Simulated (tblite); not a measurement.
Species: C5H13AlF3N.
Geometry (GFN2-xTB, Å), atoms numbered from 1 in this order:
```xyz
23
C5H13AlF3N angstrom
C     -1.3421    1.3645   -0.6105
N     -1.1533    0.0306   -0.0635
C     -2.1097   -0.2140    0.9999
C     -1.2841   -0.9850   -1.0965
Al     0.6352   -0.1170    0.8952
C      1.9586    0.3202   -0.6208
C      3.0191   -0.2598    0.2388
F      4.2550    0.2703    0.1448
F      3.1732   -1.5786    0.0889
F      2.6774   -0.0980    1.5666
H     -2.3623    1.5084   -0.9806
H     -1.1343    2.0935    0.1727
H     -0.6354    1.5235   -1.4238
H     -3.1424   -0.1658    0.6413
H     -1.9620    0.5257    1.7840
H     -1.9191   -1.1969    1.4268
H     -2.2971   -1.0102   -1.5111
H     -0.5715   -0.7825   -1.8948
H     -1.0456   -1.9566   -0.6630
H      0.5443   -1.6153    1.3283
H      0.4354    1.0674    1.8999
H      2.1727    1.3952   -0.6877
H      2.0832   -0.0925   -1.6248
```

Method: GFN2-xTB as coded in tblite; computed harmonic values from a numerical Hessian at the method's own geometry, unscaled. This tight-binding method is rough: wavenumbers can miss measured ones by several per cent, in bad cases by 10 to 20. Modes of hydrogen on aluminium can be 10 to 20 % off. One conformer, not necessarily the lowest.

Harmonic wavenumbers (cm⁻¹): 43.8, 55.0, 93.2, 104.1, 130.4, 142.0, 160.3, 196.3, 238.1, 253.0, 275.8, 308.9, 343.6, 363.0, 421.1, 423.5, 457.8, 473.8, 498.6, 549.2, 572.1, 614.8, 678.0, 737.3, 757.4, 814.3, 884.8, 907.1, 985.0, 1021.0, 1043.1, 1044.2, 1074.7, 1078.3, 1147.3, 1157.1, 1210.1, 1221.4, 1263.9, 1271.2, 1402.0, 1404.9, 1427.4, 1440.2, 1454.8, 1465.2, 1468.4, 1471.0, 1472.7, 1487.9, 1683.3, 1703.9, 2904.0, 2941.6, 2942.9, 2947.3, 2962.5, 3001.8, 3005.0, 3015.5, 3019.3, 3020.8, 3026.4.

A = 2375, B = 561.8, C = 553.8 MHz; mass 171.082 u (most abundant isotopes); point group C1, symmetry number 1.

Q: Zero-point energy?

A: ½Σν̃ = 37842 cm⁻¹ = 108.19 kcal/mol.

Q: Give the ideal-gas entropy at 400 K and 1 bar in the rigid-rotor, harmonic-oscillator model (classical rotation).

A: Translation 42.80, rotation 31.33, vibration 57.98: S = 132.1 cal/(mol K).

Q: And Cp and H(400 K) − H(0)?

A: Cp = 63.39 cal/(mol K), of which vibrations give 55.44 (their classical limit is 63 R = 125.2); H(400 K) − H(0) = 15.08 kcal/mol without the zero-point energy, 11.90 from vibrations.

Q: What must be added to the electronic energy to get the Gibbs energy at 400 K and 1 bar?

A: ZPE + [H(400 K) − H(0)] − T·S = 108.19 + 15.08 − 52.84 = 70.43 kcal/mol.

Q: Blend soft modes into free rotors: weight 1/[1 + (100 cm⁻¹/ν̃)⁴] for the oscillator and the rest for a rotor with moment μB/(μ + B), μ = h/(8π²ν), B = 10⁻⁴⁴ kg m². What vibrational entropy results?

A: 53.74 cal/(mol K) in place of 57.98, which changes −T·S at 400 K by +1.70 kcal/mol.

Q: Which modes carry the vibrational entropy at 400 K?

A: 43.8 cm⁻¹: 5.66; 55.0 cm⁻¹: 5.21; 93.2 cm⁻¹: 4.17; 104.1 cm⁻¹: 3.95; 130.4 cm⁻¹: 3.51; 142.0 cm⁻¹: 3.34 cal/(mol K); the other 57 give 32.13 together.

Hindered rotation and anharmonicity are outside this model. Other conformers, if any are populated, would add a mixing term that is left out. The structure is chiral; the term R ln 2 for an equal mix with its mirror image is left out.
